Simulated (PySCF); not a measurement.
Computed properties of Te(Me)(OH) (CH₄OTe), SMILES O[Te]C

Te(Me)(OH) (CH4OTe), SMILES C[Te]O. Geometry: B3LYP-D3(BJ)/def2-SVP. The def2 effective core potentials stand for the cores of Te; spin–orbit coupling is left out. One conformer was computed; it need not be the lowest. All values are computed for the isolated molecule unless a solvent is named; none is compared with measurement here.

**Structure.** All 15 harmonic modes at B3LYP-D3(BJ)/def2-SVP (PySCF) are real, so it is a minimum. With heavy atoms numbered as in [Te:1]([CH3:2])[OH:6], the shortest bond between them is Te1–O6 at 2.020 Å and the longest Te1–C2 at 2.170 Å.

**Vibrations.** The strongest infrared lines (harmonic, unscaled, degenerate partners summed) lie at 360 cm⁻¹ (91 km/mol, H 92 %), 3798 cm⁻¹ (73 km/mol, H 94 %), 1010 cm⁻¹ (45 km/mol, H 95 %). The softest mode is at 62 cm⁻¹ and the zero-point energy is 30.9 kcal/mol.

**Electronic structure.** HF/def2-TZVPD (PySCF) places the frontier levels at -8.46 and 0.89 eV, a gap of 9.35 eV, and gives a dipole moment of 2.29 D and a mean polarisability of 59.1 bohr³.

**Excitations.** TDA-ωB97X/def2-SVPD (PySCF) has S1 at 2.96 eV (419 nm, f = 0.002, dark); the most intense of the 10 singlets computed lies at 5.73 eV (f = 0.16). T1 (TDA) is at 2.24 eV, 0.72 eV under S1.
